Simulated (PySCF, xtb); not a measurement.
W(O)2(NH2)2 (H4N2O2W), SMILES [NH2][W]([NH2])(=[O])=[O], multiplicity 1. Other conformers were not sampled.

Harmonic wavenumbers (cm⁻¹) from GFN2-xTB (xtb 6.7.1) at its own minimum, in rising order: 161, 164, 172, 184, 248, 264, 296, 461, 468, 483, 487, 493, 495, 810, 840, 1477, 1479, 3267, 3269, 3278, 3284.

Problem. What does PBE-D3(BJ)/def2-SVP (PySCF) give at its own minimum? (Estimate from the structure and the level; the computed values follow.)

Solution. 158, 201, 205, 226, 286, 320, 334, 392, 415, 623, 630, 680, 689, 950, 978, 1458, 1461, 3478, 3482, 3579, 3579. Paired by order, the mean absolute difference is 113 cm⁻¹ and the zero-point energies are 31.6 and 34.5 kcal/mol.
